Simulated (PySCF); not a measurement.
Isomers of C3H6FO2S2 (doublet state), one GFN2-xTB conformer each. Single-point energies are computed at B3LYP/pcH-1 (PySCF, gas phase, no added dispersion term), electronic only. GFN2-xTB treats the open shell by occupation alone, and not every SCF solution was tested for stability.

```tsv
SMILES	GFN2-xTB relative energy (kJ/mol)
CS(=O)(=O)[CH]SCF	0.0
[CH2]S(=O)(=O)CSCF	76.6
CS(=O)(=O)CS[CH]F	29.2
```

Conformers: `[CH3:1][S:2](=[O:3])(=[O:4])[CH:5][S:6][CH2:7][F:8]` (doublet state) with C1–S2–C5–S6 -107°, S2–C5–S6–C7 40°, C5–S6–C7–F8 60°; `[CH2:1][S:2](=[O:3])(=[O:4])[CH2:5][S:6][CH2:7][F:8]` (doublet state) with H–C1–S2–O3 -171° and 33°, C1–S2–C5–S6 -176°, S2–C5–S6–C7 -80°, C5–S6–C7–F8 -66°; `[CH3:1][S:2](=[O:3])(=[O:4])[CH2:5][S:6][CH:7][F:8]` (doublet state) with C1–S2–C5–S6 -53°, S2–C5–S6–C7 -165°, C5–S6–C7–F8 -42°.

What does B3LYP/pcH-1 give for the same structures?

```tsv
SMILES	B3LYP/pcH-1 E (Eh)	B3LYP/pcH-1 (kJ/mol)	GFN2-xTB (kJ/mol)	point group
CS(=O)(=O)[CH]SCF	-1164.49387	0.0	0.0	C1
CS(=O)(=O)CS[CH]F	-1164.48261	29.6	29.2	C1
[CH2]S(=O)(=O)CSCF	-1164.46857	66.4	76.6	C1
```

Both levels put the same isomer lowest; measured from each level's own lowest isomer, the values differ by up to 10.2 kJ/mol ([CH2]S(=O)(=O)CSCF: 76.6 against 66.4).
